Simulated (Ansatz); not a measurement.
Input file for Ansatz (a program for electronic structure): R-CCSD(T)/aug-cc-pVDZ on B2H6O2 (a complex), monomers drawn apart or pushed together.

Ansatz 0.2 input:
```yaml
crystal:
  periodic: [false, false, false]
  atoms:
    - {symbol: B, position_ang: [-0.78249207, 0.03356036, -0.55957221]}
    - {symbol: O, position_ang: [-0.05463652, 0.10726250, 0.58399616]}
    - {symbol: H, position_ang: [-1.92537720, -0.27307727, -0.44197787]}
    - {symbol: H, position_ang: [-0.26913211, 0.27111895, -1.61051570]}
    - {symbol: H, position_ang: [0.86929821, 0.35718925, 0.46689350]}
    - {symbol: B, position_ang: [0.90947784, -0.02846199, 4.14150683]}
    - {symbol: O, position_ang: [-0.32158591, -0.28396294, 3.66921348]}
    - {symbol: H, position_ang: [1.08742183, -0.10827376, 5.31900014]}
    - {symbol: H, position_ang: [1.80042101, 0.27170393, 3.39041056]}
    - {symbol: H, position_ang: [-0.38501485, -0.19815443, 2.70304363]}
basis:
  gaussian:
    orbitals: aug-cc-pVDZ
magnetization: {spin_polarized: false}
correlation: {method: ccsd_t, electrons: outside_noble_gas}
scf: {lower_state_search: off}
```

Question: What total energy does the run end on?

Answer: -203.3333 hartree (reference determinant -202.6854, T1 diagnostic 0.015).

Question: How many basis functions does it have, and what does it roughly cost on one machine?

Answer: 146 functions; roughly 22 core-seconds.
